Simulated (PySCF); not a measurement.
## Polarisability and C₆ of Sn⁻ (tin, charge -1)

[Kr] 4d10 5s2 5p3, high-spin 4S determinant. All numbers are calculated (PySCF 2.14, scalar relativity through the core potential, in aug-cc-pVQZ-PP with ECP28MDF). Coupled (time-dependent) response in atomic units; α is the mean over directions.

| method | mean α (bohr³) | C₆ (like pair) | S(−4) |
| --- | --- | --- | --- |
| wB97X-V | 181.2 | 3119 | 17070 |

S(−4) is the Cauchy moment in α(ω) = α(0) + S(−4) ω² + …

α(iu) at wB97X-V:

```tsv
u (hartree)	α(iu) (bohr³)
0	181.2
0.0500	149.4
0.100	105.5
0.200	56.38
0.300	34.74
0.500	17.26
0.750	9.545
1.00	6.255
1.50	3.464
2.00	2.270
3.00	1.218
5.00	0.5160
```

For an ion, C₆ is the dispersion term alone; charge-induced terms of lower order in 1/R come first.

Energies and moments cover only the electrons outside the core potential.
